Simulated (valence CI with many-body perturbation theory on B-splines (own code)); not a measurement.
# Pb74+: electric-dipole lines

Computed by configuration interaction combined with many-body perturbation theory (CI+MBPT): six valence electrons over a frozen Dirac-Fock core [He], radial functions for each j: 9 s, 9 p, 8 d, 6 f, 3 g, 1 h, with the one-electron correlation potential Σ1, the two-electron term Σ2, the three-electron term Σ3, Breit, model QED; selected CI, second order for the rest, scaled by the run's own slope (own B-spline code, finite nucleus).

The last digits are not significant, and no measured levels were compared; by estimate large intervals hold to a few tenths of a per cent, small ones and those within an open d or f shell to about a per cent. Among the levels kept, up to 1900 cm⁻¹ of a level comes from second order outside the variational space, and about a tenth of that is noise between levels of different J, which matters for small intervals.

Lines 151 to 200 of 220 in falling wavelength, among levels below 13613 eV, chosen from the strongest by gf and those to the six lowest levels. Wavelengths and rates use the calculated energies. Electric multipoles are in the length gauge with retardation, E1 and E2 with the static RPA response of the core. Weak lines are less certain than strong ones. Lines between different terms over intervals too small for the method are left out, as are lines whose strength nearly cancels. The highest levels of a list are the least certain.

Levels are named by their leading jj configuration (3d3/2^4 stands for four electrons in 3d with j = 3/2), which in mixed levels can hold well under half, so a name can repeat and another be missing. Letters in brackets count levels of one name in rising energy.

| λ vac (Å) | Upper | Lower | A (s⁻¹) | S (a.u.) |
| --- | --- | --- | --- | --- |
| 1.312 | (2s^2 2p1/2^2 2p3/2 3d5/2) J=2 | (2s^2 2p1/2 2p3/2^3) J=2 | 4.36e+09 | 2.43e-08 |
| 1.309 | (2s^2 2p1/2^2 2p3/2 3d5/2) J=3 | (2s^2 2p1/2 2p3/2^3) J=2 | 5.61e+09 | 4.35e-08 |
| 1.309 | (2s^2 2p1/2^2 2p3/2 3d5/2) J=2 | (2s^2 2p1/2 2p3/2^3) J=1 | 9.71e+08 | 5.38e-09 |
| 1.307 | (2s^2 2p1/2^2 2p3/2 3d5/2) J=1 | (2s^2 2p1/2 2p3/2^3) J=2 | 5.34e+09 | 1.77e-08 |
| 1.305 | (2s^2 2p1/2^2 2p3/2 3d5/2) J=1 | (2s^2 2p1/2 2p3/2^3) J=1 | 1.37e+10 | 4.51e-08 |
| 1.218 | (2s^2 2p1/2 2p3/2^2 3p1/2) J=1 [a] | (2s 2p1/2^2 2p3/2^3) J=1 | 1.70e+11 | 4.54e-07 |
| 1.217 | (2s^2 2p1/2 2p3/2^2 3p1/2) J=2 [a] | (2s 2p1/2^2 2p3/2^3) J=1 | 7.43e+09 | 3.31e-08 |
| 1.210 | (2s^2 2p1/2 2p3/2^2 3p1/2) J=2 [b] | (2s 2p1/2^2 2p3/2^3) J=1 | 8.38e+11 | 3.66e-06 |
| 1.208 | (2s^2 2p1/2 2p3/2^2 3p1/2) J=1 [b] | (2s 2p1/2^2 2p3/2^3) J=1 | 8.45e+10 | 2.21e-07 |
| 1.207 | (2s^2 2p1/2 2p3/2^2 3p1/2) J=1 [a] | (2s 2p1/2^2 2p3/2^3) J=2 | 6.70e+09 | 1.74e-08 |
| 1.206 | (2s^2 2p1/2 2p3/2^2 3p1/2) J=2 [a] | (2s 2p1/2^2 2p3/2^3) J=2 | 7.38e+10 | 3.20e-07 |
| 1.204 | (2s^2 2p1/2 2p3/2^2 3p1/2) J=3 | (2s 2p1/2^2 2p3/2^3) J=2 | 1.22e+11 | 7.36e-07 |
| 1.201 | (2s^2 2p1/2 2p3/2^2 3p1/2) J=0 | (2s 2p1/2^2 2p3/2^3) J=1 | 1.51e+12 | 1.29e-06 |
| 1.198 | (2s^2 2p1/2 2p3/2^2 3p1/2) J=2 [b] | (2s 2p1/2^2 2p3/2^3) J=2 | 1.41e+12 | 5.97e-06 |
| 1.197 | (2s^2 2p1/2 2p3/2^2 3p1/2) J=1 [b] | (2s 2p1/2^2 2p3/2^3) J=2 | 7.09e+10 | 1.80e-07 |
| 1.183 | (2s 2p1/2^2 2p3/2^2 3s) J=2 [a] | (2s 2p1/2^2 2p3/2^3) J=1 | 3.75e+13 | 1.53e-04 |
| 1.176 | (2s 2p1/2^2 2p3/2^2 3s) J=3 | (2s 2p1/2^2 2p3/2^3) J=2 | 6.39e+13 | 3.59e-04 |
| 1.173 | (2s^2 2p1/2^2 2p3/2 3s) J=1 | (2s^2 2p1/2^2 2p3/2^2) J=0 | 1.29e+14 | 3.09e-04 |
| 1.172 | (2s 2p1/2^2 2p3/2^2 3s) J=1 [a] | (2s 2p1/2^2 2p3/2^3) J=1 | 3.79e+13 | 9.05e-05 |
| 1.172 | (2s 2p1/2^2 2p3/2^2 3s) J=2 [a] | (2s 2p1/2^2 2p3/2^3) J=2 | 3.46e+14 | 1.37e-03 |
| 1.171 | (2s 2p1/2^2 2p3/2^2 3s) J=1 [b] | (2s 2p1/2^2 2p3/2^3) J=1 | 3.19e+14 | 7.58e-04 |
| 1.170 | (2s 2p1/2^2 2p3/2^2 3s) J=2 [b] | (2s 2p1/2^2 2p3/2^3) J=1 | 5.67e+13 | 2.25e-04 |
| 1.170 | (2s^2 2p1/2 2p3/2^2 3s) J=2 [a] | (2s^2 2p1/2 2p3/2^3) J=2 | 1.61e+13 | 6.37e-05 |
| 1.169 | (2s^2 2p1/2 2p3/2^2 3s) J=1 [a] | (2s^2 2p1/2 2p3/2^3) J=2 | 6.58e+13 | 1.56e-04 |
| 1.168 | (2s^2 2p1/2 2p3/2^2 3s) J=2 [a] | (2s^2 2p1/2 2p3/2^3) J=1 | 5.22e+13 | 2.05e-04 |
| 1.168 | (2s^2 2p1/2 2p3/2^2 3s) J=3 | (2s^2 2p1/2 2p3/2^3) J=2 | 6.54e+13 | 3.60e-04 |
| 1.167 | (2s 2p1/2^2 2p3/2^2 3s) J=0 | (2s 2p1/2^2 2p3/2^3) J=1 | 1.88e+14 | 1.47e-04 |
| 1.167 | (2s^2 2p1/2 2p3/2^2 3s) J=1 [a] | (2s^2 2p1/2 2p3/2^3) J=1 | 3.27e+14 | 7.69e-04 |
| 1.166 | (2s^2 2p1/2^2 2p3/2 3s) J=2 | (2s^2 2p1/2^2 2p3/2^2) J=2 | 1.92e+14 | 7.53e-04 |
| 1.166 | (2s^2 2p1/2 2p3/2^2 3s) J=2 [b] | (2s^2 2p1/2 2p3/2^3) J=2 | 3.45e+14 | 1.35e-03 |
| 1.165 | (2s^2 2p1/2^2 2p3/2 3s) J=1 | (2s^2 2p1/2^2 2p3/2^2) J=2 | 3.19e+14 | 7.47e-04 |
| 1.164 | (2s^2 2p1/2 2p3/2^2 3s) J=2 [b] | (2s^2 2p1/2 2p3/2^3) J=1 | 4.75e+13 | 1.85e-04 |
| 1.161 | (2s 2p1/2^2 2p3/2^2 3s) J=1 [a] | (2s 2p1/2^2 2p3/2^3) J=2 | 1.58e+14 | 3.65e-04 |
| 1.161 | (2s 2p1/2^2 2p3/2^2 3s) J=1 [b] | (2s 2p1/2^2 2p3/2^3) J=2 | 7.94e+13 | 1.84e-04 |
| 1.160 | (2s^2 2p1/2 2p3/2^2 3s) J=1 [b] | (2s^2 2p1/2 2p3/2^3) J=2 | 1.63e+14 | 3.76e-04 |
| 1.160 | (2s 2p1/2^2 2p3/2^2 3s) J=2 [b] | (2s 2p1/2^2 2p3/2^3) J=2 | 1.06e+13 | 4.10e-05 |
| 1.158 | (2s^2 2p1/2 2p3/2^2 3s) J=0 | (2s^2 2p1/2 2p3/2^3) J=1 | 1.98e+14 | 1.52e-04 |
| 1.158 | (2s^2 2p1/2 2p3/2^2 3s) J=1 [b] | (2s^2 2p1/2 2p3/2^3) J=1 | 3.24e+13 | 7.44e-05 |
| 1.111 | (2s 2p1/2^2 2p3/2^2 3p1/2) J=2 [a] | (2s^2 2p1/2 2p3/2^3) J=2 | 1.41e+11 | 4.78e-07 |
| 1.111 | (2s 2p1/2^2 2p3/2^2 3p1/2) J=3 | (2s^2 2p1/2 2p3/2^3) J=2 | 4.87e+10 | 2.31e-07 |
| 1.109 | (2s 2p1/2^2 2p3/2^2 3p1/2) J=2 [a] | (2s^2 2p1/2 2p3/2^3) J=1 | 3.89e+11 | 1.31e-06 |
| 1.099 | (2s 2p1/2^2 2p3/2^2 3p1/2) J=1 [a] | (2s^2 2p1/2 2p3/2^3) J=2 | 1.06e+11 | 2.07e-07 |
| 1.099 | (2s 2p1/2^2 2p3/2^2 3p1/2) J=1 [b] | (2s^2 2p1/2 2p3/2^3) J=2 | 2.09e+11 | 4.11e-07 |
| 1.099 | (2s 2p1/2^2 2p3/2^2 3p1/2) J=2 [b] | (2s^2 2p1/2 2p3/2^3) J=2 | 5.63e+11 | 1.84e-06 |
| 1.097 | (2s 2p1/2^2 2p3/2^2 3p1/2) J=1 [a] | (2s^2 2p1/2 2p3/2^3) J=1 | 1.17e+10 | 2.28e-08 |
| 1.097 | (2s 2p1/2^2 2p3/2^2 3p1/2) J=1 [b] | (2s^2 2p1/2 2p3/2^3) J=1 | 1.30e+11 | 2.53e-07 |
| 1.097 | (2s 2p1/2^2 2p3/2^2 3p1/2) J=0 | (2s^2 2p1/2 2p3/2^3) J=1 | 1.36e+12 | 8.86e-07 |
| 1.097 | (2s 2p1/2^2 2p3/2^2 3p1/2) J=2 [b] | (2s^2 2p1/2 2p3/2^3) J=1 | 1.00e+11 | 3.27e-07 |
| 1.078 | (2s^2 2p1/2^2 2p3/2 3d3/2) J=1 | (2s^2 2p1/2^2 2p3/2^2) J=0 | 2.16e+14 | 4.00e-04 |
| 1.073 | (2s^2 2p1/2^2 2p3/2 3d3/2) J=2 | (2s^2 2p1/2^2 2p3/2^2) J=2 | 2.31e+14 | 7.04e-04 |
